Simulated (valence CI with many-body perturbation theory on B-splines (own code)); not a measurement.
Sensitivity of CI+MBPT for S3+

Computed by valence CI with perturbative core correlation (CI+MBPT): three valence electrons over a frozen Dirac-Fock core [Ne], a basis of 6 s, 6 p, 5 d, 3 f, 1 g functions for each j, with the one-electron correlation potential Σ1 (screened to all orders), the two-electron term Σ2, the three-electron term Σ3, Breit, model QED; selected single and double excitations, second order for the rest, scaled by the run's own slope (own B-spline code, finite nucleus).

Against 23 measured levels this calculation errs by 139 cm⁻¹ on average and by 268 at most.

The reference run has the lowest level 3s2 3p 2P°_1/2 and an ionisation energy of 47.3441 eV. Its largest variational space holds 4481 state functions.

Changed runs:
A. selection threshold (hartree) 2e-08 → 1e-06; hole-hole ladder in Σ2 on → off
B. lowest core n in screening and Σ2 1 → 2; Davidson tolerance 2e-05 → 0.0003
C. correlating orbitals by l 3 3 3 2 1 → 1 5 4 2 0; Breit term on → off; QED terms on → off
D. scale of Σ1 1 → 0 (bad on purpose)

Excitation energies of the reference run in cm⁻¹, and shifts in cm⁻¹:

| Level | Reference | A | B | C | D |
| --- | --- | --- | --- | --- | --- |
| 3s2 3p 2P°_3/2 | 953 | 0 | +0.1 | +41 | -24 |
| 3s 3p2 4P_1/2 | 70974 | -18 | -4.2 | -49 | -335 |
| 3s 3p2 4P_3/2 | 71318 | -18 | -4.2 | -34 | -344 |
| 3s 3p2 4P_5/2 | 71866 | -18 | -4.1 | -4.4 | -358 |
| 3s 3p2 2D_3/2 | 94059 | +2.2 | +0.4 | +89 | -470 |
| 3s 3p2 2D_5/2 | 94106 | +2.2 | +0.5 | +97 | -472 |
| 3s 3p2 2S_1/2 | 123777 | +19 | -2.1 | +276 | -586 |
| 3s 3p2 2P_1/2 | 133833 | +19 | +7.2 | +190 | -623 |
| 3s 3p2 2P_3/2 | 134460 | +19 | +7.3 | +218 | -638 |
| 3s2 3d 2D_3/2 | 152350 | -35 | +9.1 | +506 | -866 |
| 3s2 3d 2D_5/2 | 152364 | -36 | +9.1 | +514 | -869 |
| 3s2 4s 2S_1/2 | 181416 | -31 | +8.7 | -48 | -1863 |
| Ionisation energy (eV) | 47.3441 | -0.0046 | +0.0013 | -0.0026 | -0.3131 |
